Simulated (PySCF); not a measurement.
Electrostatic solvation of a mixed set.

Level: B3LYP/def2-SVPD in PySCF, non-relativistic, each on one gas-phase PBE0-D3(BJ)/def2-SVP geometry that isn't relaxed in the solvent. The solvent is an IEF-PCM continuum (cavity from Bondi-type radii × 1.2). Only the electrostatic response of the medium enters.

Problem. Order them by E(solvent) − E(gas) in acetone (ε = 20.49), most negative first (kcal/mol).
A. `[CH3:1][C:2]#[C:3][Si@@H:4]1[O:5][CH2:6][CH2:7][C@H:8]1[F:9]` with C3–Si4–O5–C6 -114°, Si4–O5–C6–C7 21°, O5–C6–C7–C8 -41°, C6–C7–C8–F9 -75°
B. `[CH3:1][CH2:2][O:3][Si@H:4]1[CH:5]=[CH:6][CH:7]=[C:8]1[F:9]` with C1–C2–O3–Si4 -175°, C2–O3–Si4–C5 -175°
C. `[CH3:1][C:2]#[C:3][Si@@H:4]1[O:5][CH2:6][CH2:7][C@@H:8]1[F:9]` with C3–Si4–O5–C6 -116°, Si4–O5–C6–C7 -26°, O5–C6–C7–C8 43°, C6–C7–C8–F9 77°

Solution. C (-6.2), A (-5.7), B (-3.4).

```
                 SMILES  charge  ΔE (kcal/mol)  polarisation term (kcal/mol)  HOMO shift (eV)  dipole gas (D)  dipole solvent (D)  atoms  lowest singlet, gas (eV)  lowest singlet, solvent (eV)
CC#C[Si@@H]1OCC[C@@H]1F       0           -6.2                          -7.4            -0.08            0.94                1.28     18                      5.57                          5.61
 CC#C[Si@@H]1OCC[C@H]1F       0           -5.7                          -6.7             0.00            3.41                4.41     18                      5.63                          5.63
     CCO[Si@H]1C=CC=C1F       0           -3.4                          -3.9             0.00            0.53                0.56     18                      3.94                          3.92
```

The polarisation term is half the interaction of the solute with the induced surface charges. Singlets are vertical TDDFT energies (frozen core, non-equilibrium response), the lowest in each medium.
